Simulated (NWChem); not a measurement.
Species: SnH₃OCl; SMILES [Cl][SnH2][OH]

```xyz
6

Sn    -0.3075    -0.3722    -0.0014
O      1.3706    -1.4138    -0.0530
Cl     0.2748     1.9108    -0.0094
H     -1.0885    -0.7463    -1.4645
H     -1.1512    -0.6379     1.4612
H      1.9809    -1.1802     0.6563
```
Atoms are numbered in this order, from 1.

All runs: NWChem. All runs use the structure optimised with PBE0/def2-SVP. def2 effective core potentials on Sn; no spin-orbit coupling. B3LYP is NWChem's, with the RPA form of VWN correlation. Ions are spin-unrestricted doublets at the neutral geometry; other ion states weren't tried.

| level | vertical ionisation energy, ΔSCF (eV) | −ε(HOMO) (eV) | ΔSCF minus −ε(HOMO) (eV) |
|---|---|---|---|
| B3LYP/def2-SVPD | 10.83 | 8.57 | 2.26 |
| PBE/def2-SVPD | [?] | [?] | [?] |
| PBE0/def2-SVPD | 10.90 | 8.82 | 2.08 |
| LRC-wPBEh/def2-SVPD | 11.14 | 10.68 | 0.46 |
| BHandHLYP/def2-SVPD | 11.29 | 10.10 | 1.19 |

Problem. Some entries are withheld; supply them.

Solution. 
- PBE/def2-SVPD, vertical ionisation energy, ΔSCF (eV): 10.37
- PBE/def2-SVPD, −ε(HOMO) (eV): 7.31
- PBE/def2-SVPD, ΔSCF minus −ε(HOMO) (eV): 3.06
